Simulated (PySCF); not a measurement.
Al(Me)(F) (CH₃AlF), SMILES [F][Al+][CH3], charge +1.

Coordinates come from a ωB97X-D3(BJ)/def2-TZVP optimisation. The spin state was assumed, not searched. The isomer is the one that the SMILES or the coordinates give; other isomers of the formula were not compared.

Two levels are set side by side: TDDFT-PBE/def2-SVPD (PySCF) and ADC(2)/aug-cc-pVDZ (PySCF). Vertical, same geometry; the bases differ. Differences are taken from unrounded values.

```tsv
quantity	ADC(2)
lowest singlet excitation (eV)	7.80
```

Problem. What does TDDFT-PBE give, and how far is it from ADC(2)? (An estimate is asked for; the answer gives what the named calculation found.)

Solution. 
```
quantity                        TDDFT-PBE  TDDFT-PBE minus ADC(2)
------------------------------  ---------  ----------------------
lowest singlet excitation (eV)       7.15                   -0.65
```

Functionals without exact exchange tend to place singlet excitations lower, as here. Differences between two approximate levels are no errors against the true value.

Rough cost on one machine, each run with all the roots and properties that it gave: ADC(2) against TDDFT-PBE about 10 times.
